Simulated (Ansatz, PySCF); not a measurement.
Si(F)2(Br)(OH) (BrF₂HOSi), SMILES F[Si](Br)(F)O.

Geometry optimised at B3LYP-D3(BJ)/def2-SVP. The structure was generated by enumeration, and PubChem lists no compound with its InChIKey, so it may never have been made. One conformer was computed; it need not be the lowest.

Vertical ionisation energy (IE) and electron affinity (EA) in eV. Rows of orbital energies are one-electron estimates. Where ΔSCF, EOM or ADC give a negative EA the extra electron is unbound and the value depends on the basis.

```tsv
level	IE	EA
−ε(HOMO), −ε(LUMO), r2SCAN/def2-TZVP (PySCF)	8.24	0.66
−ε(HOMO), −ε(LUMO), PBE/def2-TZVP (PySCF)	7.87	1.20
ΔSCF, PBE0/def2-SVPD (Ansatz), final states of multiplicity 2 and 2	11.84	-0.64
ΔSCF, PBE/def2-SVPD (Ansatz), final states of multiplicity 2 and 2	11.39	-0.41
```

### Question
What vertical singlet–triplet gap does ΔSCF give with PBE0/def2-SVPD (Ansatz, an electronic-structure program) and with PBE/def2-SVPD (Ansatz)? (Estimate from the structure and the level; the computed values follow.)

### Answer
7.09 and 6.61 eV (triplet above singlet where positive).
